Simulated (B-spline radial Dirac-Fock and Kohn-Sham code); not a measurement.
## Dipole and non-dipole photoemission parameters of Ho³⁺ 3p3/2

System: the Ho³⁺ ion in the configuration [Xe] 4f10; threshold 1765.1 eV (orbital energy of the model). Method: Dirac-Hartree-Slater photoionisation with a Latter tail; cross sections with all multipoles, angular parameters from the dipole term and its interference with E2. Computed with a radial atomic solver.

For linearly polarised light dσ/dΩ = σ/(4π) [1 + β P₂(cos θ) + (δ + γ cos²θ) sin θ cos φ], with θ from the polarisation vector and φ the angle between the beam and the projection of the electron momentum on the plane normal to the polarisation.

```
hν (eV)  σ (kb)      β       γ      δ
   1980     143  0.970   0.337  0.116
   4000    41.4  1.646  -0.035  0.009
   4340    35.1  1.659  -0.006  0.010
   4490    32.7  1.663   0.010  0.011
 5414.7    21.8  1.674   0.144  0.014
   6000    17.3  1.672   0.242  0.016
   6280    15.6  1.670   0.291  0.018
   7060    11.9  1.661   0.427  0.021
   7420    10.6  1.656   0.490  0.022
  10600       ?      ?       ?      ?
  12800    2.67  1.551   1.311  0.048
  15000    1.74  1.505   1.572  0.061
```

Q: Give the values at 10600 eV.

A: σ = 4.37 kb, β = 1.597, γ = 1.011, δ = 0.037.
